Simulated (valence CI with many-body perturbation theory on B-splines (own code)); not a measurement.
## Level structure of Te21+

Calculated by configuration interaction combined with many-body perturbation theory (CI+MBPT): three valence electrons over a frozen Dirac-Fock core [Ar] 3d10, a basis of 11 s, 11 p, 10 d, 8 f, 5 g, 2 h functions for each j, with the one-electron correlation potential Σ1 (screened to all orders), the two-electron term Σ2, the three-electron term Σ3, Breit, model QED; selected single and double excitations, second order for the rest, scaled by the run's own slope (own B-spline code, finite nucleus).

No measured spectrum was set against this ion. As an estimate, levels hold to about 250 cm⁻¹ or 0.2 % of their energy and the worst to 1 %, as in measured heavy ions of charge 2 to 7; those with d or f electrons hold less well.

Levels 136 to 178 of 178, with energies above the lowest level, 4s²4p ²P°_1/2. "Leading %" is the weight of the configuration and term that name the level; weights of strongly mixed levels are sums over their largest components and can fall short. Lifetimes count E1, E2, E3, M1 and M2 decay at the calculated energies, and are blank where another channel may lead or the interval is too uncertain; long ones can be off by a factor of two.

| No. | Configuration | Term | J | E (cm⁻¹) | Leading % | Second component | Lifetime | g |
| --- | --- | --- | --- | --- | --- | --- | --- | --- |
| 136 | 4p²4f | ⁴G° | 7/2 | 2360000 | 38 | 19 % 4p²4f ²G° | 5.38 ps | 1.049 |
| 137 | 4p²4f | ²G° | 9/2 | 2364800 | 53 | 36 % 4p²4f ⁴F° | 6.58 ps | 1.196 |
| 138 | 4p²4f | ⁴F° | 5/2 | 2366500 | 23 | 22 % 4p²4f ⁴G° | 5.04 ps | 0.937 |
| 139 | 4s4p5s | ⁴P° | 3/2 | 2370100 | 80 | 18 % 4s4p5s ²P° | 1.41 ps | 1.652 |
| 140 | 4p²4f | ²F° | 7/2 | 2370900 | 29 | 26 % 4p4d² ⁴F° | 4.86 ps | 1.200 |
| 141 | 4p²4f | ⁴D° | 3/2 | 2373100 | 38 | 22 % 4p²4f ⁴F° | 4.71 ps | 0.882 |
| 142 | 4p²4f | ⁴D° | 1/2 | 2375000 | 40 | 26 % 4p4d² ⁴D° | 5.90 ps | 0.245 |
| 143 | 4p²4f | ⁴F° | 3/2 | 2376100 | 46 | 18 % 4p²4f ²D° | 5.12 ps | 0.704 |
| 144 | 4p²4f | ²D° | 5/2 | 2376900 | 34 | 32 % 4p²4f ⁴D° | 5.00 ps | 1.207 |
| 145 | 4p4d² | ⁴G° | 11/2 | 2380200 | 64 | 18 % 4p²4f ²H° | 18.3 ps | 1.210 |
| 146 | 4s4p5s | ²P° | 1/2 | 2389200 | 91 | 6 % 4s4p5s ⁴P° | 1.45 ps | 0.772 |
| 147 | 4p4d² | ²D° | 5/2 | 2392700 | 27 | 24 % 4p4d² ⁴D° | 10.0 ps | 1.160 |
| 148 | 4p4d² | ²F° | 7/2 | 2401700 | 33 | 28 % 4p4d² ⁴F° | 4.60 ps | 1.163 |
| 149 | 4p²4f | ²G° | 9/2 | 2403400 | 29 | 27 % 4p4d² ²H° | 6.26 ps | 1.068 |
| 150 | 4p4d² | ²P° | 1/2 | 2407100 | 81 | 8 % 4p4d² ⁴D° | 4.96 ps | 0.645 |
| 151 | 4p4d² | ⁴F° | 9/2 | 2407900 | 36 | 26 % 4p4d² ⁴G° | 3.74 ps | 1.225 |
| 152 | 4p4d² | ²P° | 3/2 | 2415100 | 37 | 12 % 4p²4f ⁴D° | 3.52 ps | 1.074 |
| 153 | 4p²4f | ²F° | 5/2 | 2415300 | 24 | 19 % 4p4d² ⁴P° | 7.10 ps | 1.145 |
| 154 | 4p4d² | ⁴D° | 7/2 | 2416700 | 48 | 9 % 4p4d² ²G° | 4.57 ps | 1.250 |
| 155 | 4p4d² | ²S° | 1/2 | 2420400 | 58 | 36 % 4p4d² ⁴P° | 4.26 ps | 2.158 |
| 156 | 4p4d² | ²G° | 7/2 | 2423600 | 27 | 20 % 4p4d² ⁴D° | 4.64 ps | 1.120 |
| 157 | 4p4d² | ⁴P° | 5/2 | 2424600 | 43 | 18 % 4p²4f ²F° | 6.12 ps | 1.257 |
| 158 | 4p²4f | ²H° | 9/2 | 2435600 | 32 | 26 % 4p4d² ⁴F° | 4.47 ps | 1.088 |
| 159 | 4p²4f | ⁴G° | 11/2 | 2435600 | 51 | 37 % 4p4d² ²H° | 4.28 ps | 1.198 |
| 160 | 4p²4f | ²D° | 3/2 | 2435600 | 30 | 26 % 4p²4f ²P° | 4.11 ps | 1.006 |
| 161 | 4p4d² | ⁴D° | 5/2 | 2439100 | 32 | 16 % 4p²4f ⁴F° | 3.76 ps | 1.221 |
| 162 | 4p4d² | ²F° | 5/2 | 2441000 | 22 | 13 % 4p4d² ⁴F° | 2.67 ps | 1.063 |
| 163 | 4p4d² | ⁴D° | 7/2 | 2442200 | 57 | 15 % 4p4d² ⁴F° | 3.19 ps | 1.302 |
| 164 | 4p4d² | ⁴D° | 1/2 | 2443300 | 53 | 31 % 4p²4f ²P° | 3.24 ps | 0.305 |
| 165 | 4p²4f | ²D° | 3/2 | 2444600 | 39 | 33 % 4p4d² ⁴D° | 2.82 ps | 0.947 |
| 166 | 4p4d² | ²F° | 7/2 | 2447700 | 36 | 19 % 4p²4f ²G° | 6.22 ps | 1.085 |
| 167 | 4p4d² | ⁴S° | 3/2 | 2455000 | 59 | 20 % 4p4d² ⁴P° | 2.59 ps | 1.791 |
| 168 | 4s4p5s | ⁴P° | 5/2 | 2459900 | 99 |  | 1.62 ps | 1.600 |
| 169 | 4p4d² | ²F° | 7/2 | 2465800 | 27 | 26 % 4p²4f ⁴F° | 4.34 ps | 1.159 |
| 170 | 4p4d² | ²G° | 9/2 | 2468300 | 26 | 17 % 4p²4f ⁴F° | 4.05 ps | 1.124 |
| 171 | 4p4d² | ²P° | 1/2 | 2471200 | 54 | 29 % 4p²4f ⁴D° | 2.94 ps | 0.449 |
| 172 | 4p4d² | ²D° | 3/2 | 2472900 | 43 | 10 % 4p4d² ⁴S° | 3.30 ps | 1.010 |
| 173 | 4p²4f | ⁴F° | 9/2 | 2481200 | 35 | 25 % 4p²4f ²G° | 4.16 ps | 1.190 |
| 174 | 4s4p5s | ²P° | 3/2 | 2481800 | 84 | 13 % 4s4p5s ⁴P° | 1.13 ps | 1.385 |
| 175 | 4p4d² | ²D° | 5/2 | 2482000 | 57 | 9 % 4s4d4f ²D° | 2.80 ps | 1.185 |
| 176 | 4p4d² | ²F° | 5/2 | 2490200 | 26 | 23 % 4p²4f ²F° | 4.33 ps | 0.965 |
| 177 | 4p²4f | ²D° | 3/2 | 2492900 | 38 | 16 % 4p²4f ⁴D° | 3.69 ps | 0.899 |
| 178 | 4p4d² | ²G° | 7/2 | 2495000 | 27 | 24 % 4p²4f ²F° | 2.57 ps | 1.054 |

Names give the largest LS component (configuration and term), which can be under half, so a name can repeat, a term be missing and a line seem to break the LS rules; names also repeat where a configuration has a term twice.

Where two levels of one J and parity lie close, their mixing, g and order are uncertain.
